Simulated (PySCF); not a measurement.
# Which element holds O most strongly?

PBE0 in PySCF with def2-TZVPPD on every atom (core potentials on Sn), for the lowest determinant that a PBE0 search found; no spin–orbit coupling. D0 is De less the harmonic zero-point energy.

| M | state (unpaired electrons) | Re (Å) | ωe (cm⁻¹) | D0(MO) (eV) |
| --- | --- | --- | --- | --- |
| As | doublet (π ↑) | 1.615 | 1033 | 4.70 |
| C | singlet (closed shell) | 1.123 | 2238 | 10.93 |
| Ge | singlet (closed shell) | 1.623 | 1026 | 6.56 |
| Al | doublet (σ ↑) | 1.619 | 967 | 5.00 |
| Si | singlet (closed shell) | 1.508 | 1272 | 7.83 |
| Sn | singlet (closed shell) | 1.818 | 869 | 5.31 |
| Zn | triplet (σ ↑, π ↑) | 1.867 | 530 | 1.40 |

Order the elements by D0 and give the energy of SnO + As → AsO + Sn.

C > Si > Ge > Sn > Al > As > Zn; ΔE = 5.31 − 4.70 = +0.61 eV at PBE0/def2-TZVPPD. Close neighbours can swap at other levels.

These are scalar-relativistic numbers at best; spin–orbit coupling would shift them, the dissociation energy most. States were picked by a PBE0 search and need not be the measured ground states.
